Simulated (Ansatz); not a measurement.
`OC[SiH]1CO1` + HCl → `Cl[SiH]1CO1` + CH₃OH at 500 K and 1 bar (ligand exchange at the Si–C bond).

Program: Ansatz. Geometries: PBE0-D4/def2-TZVP. ΔE: electronic, gas phase. CBS: MP2 limit from def2 TZ/QZ plus the TZ coupled-cluster correction, frozen cores. This one scheme is used for every species. One conformer a species, not always the lowest.

```csv
species,CCSD(T)/CBS energy (Eh),H − E (kJ/mol),S (J/(mol·K))
`OC[SiH]1CO1`,-519.10686,258.6,399.4
HCl,-460.38127,32.5,201.9
`Cl[SiH]1CO1`,-863.91561,140.3,342.6
CH₃OH,-115.61712,157.0,265.4
```

H − E and S are ideal-gas, rigid-rotor, harmonic terms from PBE0-D4/def2-TZVP, for one conformer and one mirror image of each species. 1 Eh = 2625.50 kJ/mol, R = 8.31446 J/(mol·K).

Problem. By hand: ΔE, ΔH, ΔS and ΔG.

Solution. ΔE = (-863.91561) + (-115.61712) − (-519.10686) − (-460.38127) = -0.04460 Eh = -117.1 kJ/mol. Δ(H − E) = 140.3 + 157.0 − 258.6 − 32.5 = 6.2, so ΔH = -110.9 kJ/mol. ΔS = 342.6 + 265.4 − 399.4 − 201.9 = 6.7 J/(mol·K). ΔG = -110.9 − 500 × (6.7)/1000 = -114.2 kJ/mol.

Problem. By hand: the equilibrium constant, and the temperature at which ΔG would vanish if ΔH and ΔS stayed fixed.

Solution. log₁₀ K = −ΔG/(RT ln 10) = 11.9. ΔH and −TΔS have one sign here, so there is no such temperature.

The number of gas molecules stays the same, so ΔS is small and ΔH decides. A doubt of 5 kJ/mol in ΔE shifts log₁₀ K by 0.5 here. Other conformers and mirror images would add mixing entropy, several J/(mol·K) or more a flexible species. Modes under 60 cm⁻¹, often nearly free rotors, make the harmonic entropy too high. These are equilibria of isolated gas molecules and say nothing of rates. Largest T1 diagnostic: 0.013 (customary marks: 0.02 for closed shells, 0.045 for open ones).

ΔS is within the doubt of such terms, so its sign, and with it that verdict, could turn.
